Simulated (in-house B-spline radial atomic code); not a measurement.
The numbers below are computed, except where a source is named.
## Making a Troullier-Martins s channel for Mn, r_c = 0.65 bohr

Mn, [Ar] 3d5 4s2, non-relativistic PBE, spherical and spin-unpolarised, from a B-spline radial code for spherical atoms (atomic units). The all-electron 3s level is ε = -3.093751 hartree, its outermost node lies just inside 0.35 bohr and its outer maximum at 0.74 bohr.

Inside r_c the pseudo-orbital is u(r) = r^1 exp(p(r)), with p = c0 + c2 r² + c4 r⁴ + … + c12 r¹². The seven coefficients follow from p and its first four derivatives at r_c, from zero curvature of the screened potential at the origin, c4 = −c2²/(2l + 5), and from the norm inside r_c. At r_c the all-electron orbital has P = 1.155605, P' = 1.152684, the screened potential V = -9.521245, V' = 29.36312, V'' = -116.1501, and the norm inside is Q = 0.2485938.

Task: What are p, p' and p'' at r_c?

Result: p = ln(P/r_c^1) = ln(1.155605/0.65) = 0.57541. p' = P'/P − 1/r_c = 0.99747 − 1.53846 = -0.54099. The radial equation gives p'' = 2(V − ε) − 2(1) p'/r_c − p'² = -12.85499 − (-1.66458) − 0.29267 = -11.48307. Differentiating, p''' = 2V' + 2(1)p'/r_c² − 2(1)p''/r_c − 2p'p'' = 79.073, and p'''' = 2V'' − 4(1)p'/r_c³ + 4(1)p''/r_c² − 2(1)p'''/r_c − 2p''² − 2p'p''' = -754.61.

For a trial c2 the five matching conditions are linear in c0, c6, c8, c10 and c12, and c2 is varied until the norm inside r_c equals Q. The root nearest zero gives:

| n | c_n |
| --- | --- |
| 0 | 0.3313019 |
| 2 | -0.4798966 |
| 4 | -0.04606015 |
| 6 | 75.80517 |
| 8 | -348.2353 |
| 10 | 574.0562 |
| 12 | -332.9975 |

Task: Check c4 and p(r_c), and find the screened pseudopotential at the origin.

Result: −c2²/5 = -0.0460602, as listed. The terms c_n r_c^n are 0.33130, -0.20276, -0.00822, 5.71714, -11.09634, 7.72837, -1.89409, which sum to 0.57541. Inverting the radial equation, V_l(r) = ε + 1 p'/r + (p'' + p'²)/2, so V_l(0) = ε + (2l + 3) c2 = -3.093751 + 3 × (-0.479897) = -4.5334 hartree, finite where the all-electron potential diverges.

Orbitals and screened potentials:

```json
{"r (bohr)": "0.065", "P": "0.1573", "u": "0.09035", "V all-electron": "-307.5", "V pseudo": "-4.506"}
{"r (bohr)": "0.162", "P": "-0.5907", "u": "0.2231", "V all-electron": "-94.53", "V pseudo": "-3.655"}
{"r (bohr)": "0.26", "P": "-0.4751", "u": "0.3565", "V all-electron": "-47.19", "V pseudo": "-0.5356"}
{"r (bohr)": "0.358", "P": "0.06643", "u": "0.5096", "V all-electron": "-28.17", "V pseudo": "3.05"}
{"r (bohr)": "0.455", "P": "0.5958", "u": "0.7172", "V all-electron": "-18.45", "V pseudo": "1.296"}
{"r (bohr)": "0.552", "P": "0.9635", "u": "0.971", "V all-electron": "-13.06", "V pseudo": "-7.297"}
{"r (bohr)": "0.65", "P": "1.156", "u": "1.156", "V all-electron": "-9.521", "V pseudo": "-9.521"}
```

Logarithmic derivatives P'/P at R = 0.95 bohr, for energies E around ε:

```csv
E − ε (hartree),all-electron,pseudo
-0.5,-0.570508,-0.571719
-0.25,-0.830611,-0.830971
-0.1,-0.996723,-0.996806
0,-1.11206,-1.11209
0.1,-1.23134,-1.23144
0.25,-1.41819,-1.41865
0.5,-1.75304,-1.75505
```

Task: With P(R) = 1.056929 and a norm of 0.6550182 inside R, what slope in energy does norm conservation fix?

Result: d(P'/P)/dE = −2 × (norm inside R)/P(R)² = -1.1727 per hartree·bohr at E = ε, for both atoms, since orbital and norm agree at R. Differences over ±0.1 hartree give -1.1731 (all-electron) and -1.1732 (pseudo), which also hold third-order terms. Half a hartree below ε the two curves differ by -0.0012.
